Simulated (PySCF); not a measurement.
## Electron correlation in V¹³⁺ (vanadium, charge +13)

Starting occupation: [Ne]. All numbers are calculated (PySCF 2.14, X2C-1e with screened-nucleus spin-orbit coupling, Gaussian nucleus, in an even-tempered Gaussian basis (18 s from 0.5 bohr⁻², ratio 2.6; 12 p from 0.65 bohr⁻², ratio 2.6; 6 d from 0.66 bohr⁻², ratio 2.8; 3 f from 24 bohr⁻², ratio 2.8)). Frozen: 1s2; 8 electrons correlated; the 44 highest virtual spinors left out.

MP2 pair energies summed by pair of shells (mhartree):

```csv
pair,energy,share (%)
2p1/2-2p3/2,-95.55,33.5
2p3/2-2p3/2,-91.09,31.9
2p3/2-2s1/2,-43.84,15.4
2p1/2-2s1/2,-22.02,7.7
2p1/2-2p1/2,-21.79,7.6
2s1/2-2s1/2,-11.14,3.9
```

Total MP2 correlation energy: -285.44 mhartree.

The virtual space was cut to 44 spinors, which keep -217.48 of the -285.44 mhartree of MP2 correlation.

| level | correlation energy (mhartree) |
| --- | --- |
| CCSD | -219.93 |
| (T) | -0.11 |
| CCSD(T) | -220.04 |

Diagnostics: T1 = 0.00028, largest double amplitude 0.007.

**Question.** Is a single reference adequate?

**Answer.** Yes: T1 lies below 0.03 and no double amplitude reaches 0.07.

The coupled-cluster values are those of the cut space; adding the MP2 remainder, -67.96 mhartree, estimates the full space.
